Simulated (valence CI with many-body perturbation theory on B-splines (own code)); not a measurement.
# Hyperfine factors and g values of Re54+

Computed by valence CI with perturbative core correlation (CI+MBPT): three valence electrons over a frozen Dirac-Fock core [Ar], a basis of 7 s, 7 p, 8 d, 6 f, 4 g, 1 h functions for each j, with the one-electron correlation potential Σ1 (screened to all orders), the two-electron term Σ2, the three-electron term Σ3, Breit, model QED; selected single and double excitations, second order for the rest, scaled by the run's own slope (own B-spline code, finite nucleus).

No measured spectrum was set against this ion. As an estimate, large intervals hold to a few tenths of a per cent, small ones and those within an open d or f shell to about a per cent. Excitations out of the core, of the other parity, are not computed and may begin above about 236 eV (a cautious bound); beyond it only levels of the ground parity were kept, without lifetimes. Only levels of the ground parity were solved; by the run's estimate the other parity begins above the list, which can be wrong where configurations are misplaced.

A/g_I is the dipole constant over the nuclear g factor μ/I (μ in nuclear magnetons, uniformly magnetised nucleus), B/Q the quadrupole constant per barn. Both hold the static response of the core; the bare values leave it out. Large factors of s and p1/2 electrons are usually good to 5 to 10 %; those of open d and f shells near neutrality can be off by tens of per cent, and small factors of p3/2, d and f electrons come from cancelling terms and can be off by a factor of two or in sign, in half-filled shells by more. B is blank for J = 1/2, where it vanishes, and for nearly pure S terms. Energies count from the lowest level.

Levels are named by their leading jj configuration (3d3/2^4 stands for four electrons in 3d with j = 3/2), which in mixed levels can hold well under half, so a name can repeat and another be missing. Letters in brackets count levels of one name in rising energy.

| Level | E (cm⁻¹) | g | A/g_I (MHz) | A/g_I bare | B/Q (MHz/b) | B/Q bare |
| --- | --- | --- | --- | --- | --- | --- |
| (3d3/2^3) J=3/2 | 0 | 0.723 | 113000 | 112000 | -69000 | -69700 |
| (3d3/2^2 3d5/2) J=5/2 [a] | 567230 | 1.052 | 64100 | 64300 | -36400 | -36900 |
| (3d3/2^2 3d5/2) J=3/2 | 618750 | 1.164 | 51400 | 52000 | -12800 | -13000 |
| (3d3/2^2 3d5/2) J=9/2 | 648480 | 1.030 | 72300 | 72600 | 81200 | 81900 |
| (3d3/2^2 3d5/2) J=7/2 | 650110 | 1.033 | 70100 | 70400 | 30200 | 30500 |
| (3d3/2^2 3d5/2) J=1/2 | 662860 | 1.798 | -50200 | -47700 |  |  |
| (3d3/2^2 3d5/2) J=5/2 [b] | 856290 | 1.231 | 42700 | 43500 | 121000 | 122000 |
| (3d3/2 3d5/2^2) J=7/2 [a] | 1205600 | 1.117 | 51600 | 52100 | -8970 | -9090 |
| (3d3/2 3d5/2^2) J=9/2 | 1243500 | 1.128 | 54400 | 54900 | 22900 | 23100 |
| (3d3/2 3d5/2^2) J=3/2 [a] | 1286900 | 1.103 | 61900 | 62300 | -69200 | -69900 |
| (3d3/2 3d5/2^2) J=1/2 | 1311100 | 1.516 | -22400 | -20700 |  |  |
| (3d3/2 3d5/2^2) J=11/2 | 1321200 | 1.079 | 61600 | 61900 | 147000 | 148000 |
| (3d3/2 3d5/2^2) J=5/2 [a] | 1323300 | 1.292 | 18600 | 19600 | 79700 | 80500 |
| (3d3/2 3d5/2^2) J=5/2 [b] | 1396700 | 1.090 | 64700 | 65100 | -26100 | -26400 |
| (3d3/2 3d5/2^2) J=7/2 [b] | 1399300 | 1.083 | 63300 | 63700 | 28300 | 28600 |
| (3d3/2 3d5/2^2) J=3/2 [b] | 1566300 | 0.879 | 101000 | 101000 | 93700 | 94700 |
| (3d5/2^3) J=9/2 | 1881900 | 1.159 | 44200 | 44800 | 9960 | 10100 |
| (3d5/2^3) J=3/2 | 1997500 | 1.135 | 46300 | 46800 | 5830 | 5870 |
| (3d5/2^3) J=5/2 | 2081000 | 1.162 | 44300 | 44900 | 9640 | 9740 |

(1) Take the isotope of mass number 185, with I = 5/2, μ = 3.176 μN and Q = 2.07 b. What is the hyperfine structure of (3d3/2^2 3d5/2) J=7/2?

Answers

(1) From the table A = 89100 MHz, B = 62500 MHz. Shifts from the centre of gravity in MHz: F = 1: -969000, F = 2: -809000, F = 3: -561000, F = 4: -219000, F = 5: 229000, F = 6: 795000.
